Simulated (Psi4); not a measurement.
C$_{3}$H$_{9}$SSi (SMILES C[Si](C)(C)[S]), doublet (typed; the unrestricted solution is spin-contaminated), geometry from GFN2-xTB, with bond 12-4 at 3.0 times its length; HF/STO-3G (Psi4).

Input for Psi4:
```
memory 2 GB

molecule {
0 2
  C    -0.65581910    1.47443797   -1.21466416
  Si   -0.06314066   -0.07709093   -0.27769055
  C     1.51624336   -0.77988421   -1.08271036
  C    -1.43721760   -1.39878350   -0.23934351
  S     0.39453478    0.48170308    1.73515090
  H    -0.89939338    1.23332074   -2.24460081
  H    -1.54195054    1.89709658   -0.75084446
  H     0.11073349    2.24341738   -1.22277179
  H     1.87634128   -1.65065181   -0.54318165
  H     1.32639151   -1.07675845   -2.10938335
  H     2.31359264   -0.04286782   -1.08894708
  H    -2.22592033   -2.33532860   -3.25678452
  H    -2.33442814   -1.01686300    0.23830482
  H    -1.11899547   -2.27832619    0.31214292
}

set basis sto-3g
set reference uhf
set stability_analysis follow
set scf_type pk

energy('scf')
print_variables()
```

Q: What does Psi4 print? Leave out banner, timings and long lists.

A: 
```
   => Loading Basis Set <=

    Name: STO-3G
    Role: ORBITAL
    Keyword: BASIS

         ---------------------------------------------------------
                                   SCF
               by Justin Turney, Rob Parrish, Andy Simmonett
                          and Daniel G. A. Smith
                              UHF Reference
         ---------------------------------------------------------

  ==> Geometry <==

    Molecular point group: c1
    Full point group: C1

    Geometry (in Angstrom), charge = 0, multiplicity = 2:

       Center              X                  Y                   Z               Mass
    ------------   -----------------  -----------------  -----------------  -----------------
         C           -0.669273284698     1.457842242228    -1.276722160137    12.000000000000
         SI          -0.076594844698    -0.093686657772    -0.339748550137    27.976926534650
         C            1.502789175302    -0.796479937772    -1.144768360137    12.000000000000
         C           -1.450671784698    -1.415379227772    -0.301401510137    12.000000000000
         S            0.381080595302     0.465107352228     1.673092899863    31.972071174400
         H           -0.912847564698     1.216725012228    -2.306658810137     1.007825032230
         H           -1.555404724698     1.880500852228    -0.812902460137     1.007825032230
         H            0.097279305302     2.226821652228    -1.284829790137     1.007825032230
         H            1.862887095302    -1.667247537772    -0.605239650137     1.007825032230
         H            1.312937325302    -1.093354177772    -2.171441350137     1.007825032230
         H            2.300138455302    -0.059463547772    -1.151005080137     1.007825032230
         H           -2.239374514698    -2.351924327772    -3.318842520137     1.007825032230
         H           -2.347882324698    -1.033458727772     0.176246819863     1.007825032230
         H           -1.132449654698    -2.294921917772     0.250084919863     1.007825032230

  Running in c1 symmetry.

  Rotational constants: A =      0.10150  B =      0.06743  C =      0.06741 [cm^-1]
  Rotational constants: A =   3042.92734  B =   2021.64244  C =   2020.77347 [MHz]
  Nuclear repulsion =  281.124672566972890

  Charge       = 0
  Multiplicity = 2
  Electrons    = 57
  Nalpha       = 29
  Nbeta        = 28

  ==> Algorithm <==

  SCF Algorithm Type is PK.
  DIIS enabled.
  MOM disabled.
  Fractional occupation disabled.
  Guess Type is SAD.
  Energy threshold   = 1.00e-06
  Density threshold  = 1.00e-06
  Integral threshold = 1.00e-12

  ==> Primary Basis <==

  Basis Set: STO-3G
    Blend: STO-3G
    Number of shells: 28
    Number of basis functions: 42
    Number of Cartesian functions: 42
    Spherical Harmonics?: true
    Max angular momentum: 1

  ==> Integral Setup <==

  Using in-core PK algorithm.
   Calculation information:
      Number of atoms:                  14
      Number of AO shells:              28
      Number of primitives:             84
      Number of atomic orbitals:        42
      Number of basis functions:        42

      Integral cutoff                 1.00e-12
      Number of threads:                 1

  Performing in-core PK
  Using 816312 doubles for integral storage.
  We computed 73182 shell quartets total.
  Whereas there are 82621 unique shell quartets.

  ==> DiskJK: Disk-Based J/K Matrices <==

    J tasked:                  Yes
    K tasked:                  Yes
    wK tasked:                  No
    Schwarz Cutoff:          1E-12

  Minimum eigenvalue in the overlap matrix is 2.2921049526E-01.
  Reciprocal condition number of the overlap matrix is 9.8234775421E-02.
    Using symmetric orthogonalization.

  ==> Pre-Iterations <==

  SCF Guess: Superposition of Atomic Densities via on-the-fly atomic UHF (no occupation information).

   -------------------------
    Irrep   Nso     Nmo
   -------------------------
     A         42      42
   -------------------------
    Total      42      42
   -------------------------

  ==> Iterations <==

                        Total Energy        Delta E     RMS |[F,P]|

   @UHF iter SAD:  -791.49136263336936   -7.91491e+02   0.00000e+00
   @UHF iter   1:  -795.67368447047363   -4.18232e+00   1.03442e-02 DIIS/ADIIS
   @UHF iter   2:  -795.33192463987518    3.41760e-01   1.80796e-02 DIIS/ADIIS
   @UHF iter   3:  -795.94566240105098   -6.13738e-01   1.61531e-03 DIIS/ADIIS
   @UHF iter   4:  -795.95977919540542   -1.41168e-02   1.51479e-03 DIIS/ADIIS
   @UHF iter   5:  -795.97358473980239   -1.38055e-02   1.92341e-03 DIIS/ADIIS
   @UHF iter   6:  -795.95678589993008    1.67988e-02   9.16977e-04 DIIS/ADIIS
   @UHF iter   7:  -795.95880437597407   -2.01848e-03   3.48724e-04 DIIS/ADIIS
   @UHF iter   8:  -795.95852935852872    2.75017e-04   7.86217e-05 DIIS
   @UHF iter   9:  -795.95853560392231   -6.24539e-06   2.82453e-05 DIIS
   @UHF iter  10:  -795.95854159034832   -5.98643e-06   1.71540e-05 DIIS
   @UHF iter  11:  -795.95854324710376   -1.65676e-06   1.29935e-05 DIIS
   @UHF iter  12:  -795.95854386067174   -6.13568e-07   6.18143e-06 DIIS
   @UHF iter  13:  -795.95854408783737   -2.27166e-07   1.88107e-06 DIIS
   @UHF iter  14:  -795.95854412085487   -3.30175e-08   1.30344e-06 DIIS
   @UHF iter  15:  -795.95854414279438   -2.19395e-08   8.92454e-07 DIIS
  Energy and wave function converged.

    Negative totally symmetric eigenvalue detected: -0.293210
    Wavefunction unstable!
    Lowest UHF->UHF stability eigenvalues:
       A -0.293210

    Rotating orbitals by 0.5 * pi / 2 radians along unstable eigenvector.
    Running SCF again with the rotated orbitals.
   @UHF iter  16:  -795.95243517501353   -7.95952e+02   5.47801e-03 DIIS/ADIIS
   @UHF iter  17:  -796.09511298101097   -1.42678e-01   2.04039e-03 DIIS/ADIIS
   @UHF iter  18:  -796.11033748620639   -1.52245e-02   6.60633e-04 DIIS/ADIIS
   @UHF iter  19:  -796.11211298210128   -1.77550e-03   3.99801e-04 DIIS/ADIIS
   @UHF iter  20:  -796.11348701539305   -1.37403e-03   1.84111e-04 DIIS/ADIIS
   @UHF iter  21:  -796.11386567055183   -3.78655e-04   4.23731e-05 DIIS
   @UHF iter  22:  -796.11387846573268   -1.27952e-05   2.12906e-05 DIIS
   @UHF iter  23:  -796.11388172752970   -3.26180e-06   8.99187e-06 DIIS
   @UHF iter  24:  -796.11388231496539   -5.87436e-07   3.05238e-06 DIIS
   @UHF iter  25:  -796.11388237597453   -6.10091e-08   9.50082e-07 DIIS
    Negative totally symmetric eigenvalue detected: -0.000308
    Wavefunction unstable!
    Lowest UHF->UHF stability eigenvalues:
       A -0.000308

    Rotating orbitals by 0.5 * pi / 2 radians along unstable eigenvector.
    There's still a negative eigenvalue. Try modifying FOLLOW_STEP_SCALE
    or increasing MAX_ATTEMPTS (not available for PK integrals).

  ==> Post-Iterations <==

   @Spin Contamination Metric:   1.009744926E+00
   @S^2 Expected:                7.500000000E-01
   @S^2 Observed:                1.759744926E+00
   @S   Expected:                5.000000000E-01
   @S   Observed:                5.000000000E-01

    Orbital Energies [Eh]
    ---------------------

    Alpha Occupied:

       1A    -90.653952     2A    -68.000513     3A    -10.989887
       4A    -10.989840     5A    -10.955351     6A     -8.578677
       7A     -6.228275     8A     -6.205254     9A     -6.201009
      10A     -5.979821    11A     -4.005599    12A     -4.004782
      13A     -4.003861    14A     -0.925182    15A     -0.883213
      16A     -0.854077    17A     -0.799702    18A     -0.576881
      19A     -0.527330    20A     -0.523804    21A     -0.520437
      22A     -0.510581    23A     -0.496406    24A     -0.467431
      25A     -0.385294    26A     -0.381948    27A     -0.327357
      28A     -0.314481    29A     -0.259683

    Alpha Virtual:

      30A      0.274033    31A      0.431809    32A      0.504705
      33A      0.528145    34A      0.550852    35A      0.721937
      36A      0.737467    37A      0.738839    38A      0.754213
      39A      0.759734    40A      0.772128    41A      0.776887
      42A      0.779029

    Beta Occupied:

       1A    -90.644649     2A    -68.000441     3A    -10.989717
       4A    -10.989670     5A    -10.986238     6A     -8.565282
       7A     -6.199660     8A     -6.195439     9A     -6.176136
      10A     -5.979698    11A     -4.006175    12A     -4.003929
      13A     -4.003859    14A     -0.930076    15A     -0.884768
      16A     -0.882807    17A     -0.755361    18A     -0.570527
      19A     -0.533198    20A     -0.526607    21A     -0.521917
      22A     -0.510522    23A     -0.503991    24A     -0.411905
      25A     -0.383258    26A     -0.381409    27A     -0.286713
      28A     -0.227611

    Beta Virtual:

      29A      0.217569    30A      0.307231    31A      0.427528
      32A      0.491799    33A      0.529187    34A      0.533070
      35A      0.718569    36A      0.727702    37A      0.728428
      38A      0.746492    39A      0.749320    40A      0.755583
      41A      0.762361    42A      0.773544

    Final Occupation by Irrep:
              A
    DOCC [    28 ]
    SOCC [     1 ]
    NA   [    29 ]
    NB   [    28 ]

  @UHF Final Energy:  -796.11388237597453

   => Energetics <=

    Nuclear Repulsion Energy =            281.1246725669728903
    One-Electron Energy =               -1663.8750005718134162
    Two-Electron Energy =                 586.6364456288658857
    Total Energy =                       -796.1138823759745264

  UHF NO Occupations:
  HONO-2 :   27  A 1.9982971
  HONO-1 :   28  A 1.0961008
  HONO-0 :   29  A 1.0000000
  LUNO+0 :   30  A 0.9038992
  LUNO+1 :   31  A 0.0017029
  LUNO+2 :   32  A 0.0014307
  LUNO+3 :   33  A 0.0014079

Computation Completed

Properties will be evaluated at   0.000000,   0.000000,   0.000000 [a0]

Properties computed using the SCF density matrix

 Multipole Moments:

 ------------------------------------------------------------------------------------
     Multipole            Electronic (a.u.)      Nuclear  (a.u.)        Total (a.u.)
 ------------------------------------------------------------------------------------

 L = 1.  Multiply by 2.5417464519 to convert [e a0] to [Debye]
 Dipole X            :          2.3657760           -2.4428306           -0.0770546
 Dipole Y            :          2.8800956           -2.9674744           -0.0873788
 Dipole Z            :         10.2615485          -10.4859644           -0.2244160
 Magnitude           :                                                    0.2528537

 ------------------------------------------------------------------------------------

  Variable Map:
  ----------------------------------------------------------------------------
  "CURRENT ENERGY"           =>    -796.113882375975
  "CURRENT REFERENCE ENERGY" =>    -796.113882375975
  "DD SOLVATION ENERGY"      =>       0.000000000000
  "HF KINETIC ENERGY"        =>     787.439840579489
  "HF POTENTIAL ENERGY"      =>   -1583.553722955464
  "HF TOTAL ENERGY"          =>    -796.113882375975
  "HF VIRIAL RATIO"          =>       2.011015497755
  "NUCLEAR REPULSION ENERGY" =>     281.124672566973
  "ONE-ELECTRON ENERGY"      =>   -1663.875000571813
  "PCM POLARIZATION ENERGY"  =>       0.000000000000
  "PE ENERGY"                =>       0.000000000000
  "SCF ITERATION ENERGY"     =>    -796.113882375975
  "SCF ITERATIONS"           =>      25.000000000000
  "SCF TOTAL ENERGY"         =>    -796.113882375975
  "TWO-ELECTRON ENERGY"      =>     586.636445628866

  Array Variable Map:
  ----------------------------------------------------------------------------
  "CURRENT DIPOLE"           =>      -0.077054617199 ... -0.224415978036 1 by 3
  "SCF DIPOLE"               =>      -0.077054617199 ... -0.224415978036 1 by 3
  "SCF STABILITY EIGENVALUES" =>      -0.000308268257 ... -0.000308268257 1 by 1
  "SCF TOTAL ENERGIES"       =>    -791.491362633369 ... -796.113882375975 1 by 26
```

The run did not converge; its last values are not results.
